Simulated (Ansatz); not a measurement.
Wavefunction ladder for C₂H₃BClFS (`C=C(F)B(S)Cl`)

```csv
atom,x (Å),y (Å),z (Å)
C1,-1.075,-1.003,-0.703
C2,-0.413,-0.632,0.387
F3,-0.620,-1.317,1.528
B4,0.618,0.532,0.478
S5,0.845,1.612,-0.933
Cl6,1.523,0.754,1.956
H7,-1.769,-1.835,-0.688
H8,-0.924,-0.473,-1.634
H9,1.816,2.363,-0.390
```

The species carries charge 0 and has multiplicity 1. All single points use the PBE0-D4/def2-TZVP geometry. It is one conformer, not always the lowest. Frozen core, restricted reference, Ansatz 0.2.0. CBS rows extrapolate triple and quadruple zeta; past MP2 they add the triple-zeta difference.

```json
{"basis": "def2-TZVPP", "HF (Eh)": "-1058.79391", "MP2 corr.": "-1.02217"}
{"basis": "def2-QZVPP", "HF (Eh)": "-1058.82598", "MP2 corr.": "-1.10814"}
```

(1) Estimate the CCSD correlation energy and the (T) correction in each basis where they were run (hartree).

Answers

(1) 
```json
{"basis": "def2-TZVPP", "CCSD corr.": "-1.07008", "(T)": "-0.04780"}
{"basis": "CBS(def2)", "CCSD corr.": "-1.21973", "(T)": "as TZ"}
```
